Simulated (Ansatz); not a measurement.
The same path of CH$_{8}$BClSi$_{2}$ (13 atoms, charge 0, multiplicity 1) was run twice with different band settings. The coordinate that changes most is the dihedral H7–B1–Si2–Si3.

All numbers below come from RKS BHLYP-D4/def2-SVP in Ansatz.

Relaxed end points:

```xyz
13
Properties=species:S:1:pos:R:3
B -0.405 2.080 1.245
Si -1.360 0.775 0.051
Si 0.485 -0.319 -0.917
C 0.778 -2.040 -0.254
Cl 2.121 0.876 -0.343
H -0.183 3.201 0.890
H -0.016 1.736 2.325
H -2.179 -0.231 0.777
H -2.200 1.392 -1.007
H 0.474 -0.325 -2.397
H 1.721 -2.446 -0.631
H -0.035 -2.705 -0.562
H 0.819 -2.030 0.838
```

```xyz
13
Properties=species:S:1:pos:R:3
B -0.401 2.035 1.273
Si -1.363 0.787 0.028
Si 0.474 -0.318 -0.941
C 0.786 -2.016 -0.232
Cl 2.112 0.900 -0.424
H -0.006 1.641 2.332
H -0.179 3.171 0.971
H -2.215 -0.220 0.714
H -2.172 1.451 -1.024
H 0.444 -0.370 -2.419
H 1.726 -2.424 -0.612
H -0.026 -2.696 -0.509
H 0.842 -1.975 0.859
```

Common settings: movable images 5; climbing image yes; optimiser quadratic models (default); start path through a guess of the saddle point; force threshold 0.05 eV/Å; iteration limit 60; end points relaxed.

| run | spring |
| --- | --- |
| 1 | 5.0 eV/Å² |
| 2 | 50.0 eV/Å² |

(1) What does each run give, and how far can it be trusted?

## Answers

(1) Run 1: converged after 20 iterations, highest image 0.092 eV above the first end. A vibrational analysis at the climbing image gives one clearly imaginary mode, 150i cm⁻¹: a first-order saddle point.
Run 2: converged after 32 iterations, highest image 0.092 eV above the first end. Another band between the same ends (5 images) ends at a top of the same energy, where a vibrational analysis finds 1 clearly imaginary mode.
